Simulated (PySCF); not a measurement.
# Sm2S3: from a saddle point downhill

PySCF 2.14.0, RKS PBE0, Sm lcecp-1-SVP with ECP51, S def2-SVP; non-relativistic Hamiltonian with scalar-relativistic core potentials where named; density fitting; no spin-orbit coupling. Relaxed within the symmetry of its start, the geometry (D∞h) is

```xyz
5

Sm    0.0000    0.0000    2.7002
Sm    0.0000    0.0000   -2.7002
S     0.0000    0.0000    0.0000
S     0.0000    0.0000    5.0922
S     0.0000    0.0000   -5.0922
```

and its lowest harmonic modes are -99, -99, -74, -74, 8, 8 cm⁻¹ (negative: unstable). It was moved along the lowest mode and relaxed again, within the group C2v that the move left.

Q: Where does it end, and how much lower?

A: In C2v, 1.013 eV lower, after 31 steps:
```xyz
5

Sm   -0.6408   -0.0622    2.4018
Sm   -0.6408   -0.0622   -2.4018
S    -1.6582   -0.1609    0.0000
S     1.6916    0.1642    2.6269
S     1.6916    0.1642   -2.6269
```

Q: How do the contacts change?

A: 
| contact | saddle (Å) | end (Å) |
| --- | --- | --- |
| Sm1–S3 (S) | 2.700 | 2.610 |
| Sm1–S4 (S) | 2.392 | 2.354 |
| Sm2–S5 (S) | 2.392 | 2.354 |


Q: Is the end a minimum?

A: Probably not: 1 of the modes stay unstable (below −25 cm⁻¹), though so soft as to be near the noise; lowest modes -33, 24, 41, 55, 103, 204 cm⁻¹.

An lcecp potential fixes the number of 4f electrons, so in runs with it no electron can move into or out of that shell.

State: singlet in the valence, with the 4f electrons in the core potential.
